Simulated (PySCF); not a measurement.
SMILES F[SiH2]C[CH2][Ge]([Cl])([Cl])[Cl] (C2H6Cl3FGeSi), singlet (PBE0/def2-SVP optimised geometry):

```
14

Si    -1.537    -0.424     0.000
F     -2.024     1.132     0.000
C      0.342    -0.424     0.000
C      1.041     0.450    -1.042
Ge     0.956    -0.193    -2.874
Cl     1.156    -2.333    -2.942
Cl    -0.892     0.312    -3.842
Cl     2.546     0.655    -4.039
H     -2.028    -1.068     1.250
H     -2.120    -1.086    -1.197
H      0.644    -0.084     1.007
H      0.681    -1.472    -0.073
H      0.629     1.472    -1.064
H      2.120     0.541    -0.836
```

Computed with PBE0/def2-TZVP in PySCF.

Q: What are the frontier orbital energies and the dipole moment?

A: HOMO-2 -9.31 eV, HOMO-1 -9.22 eV, HOMO -8.89 eV, LUMO -1.28 eV, LUMO+1 -0.05 eV; dipole moment 2.80 D.

Meta-Löwdin charges at PBE0/def2-TZVP: Si1 0.94, F2 -0.51, C3 -0.46, C4 -0.40, Ge5 0.93, Cl6 -0.29, Cl7 -0.28, Cl8 -0.28, H9 -0.11, H10 -0.10, H11 0.14, H12 0.14, H13 0.14, H14 0.14.
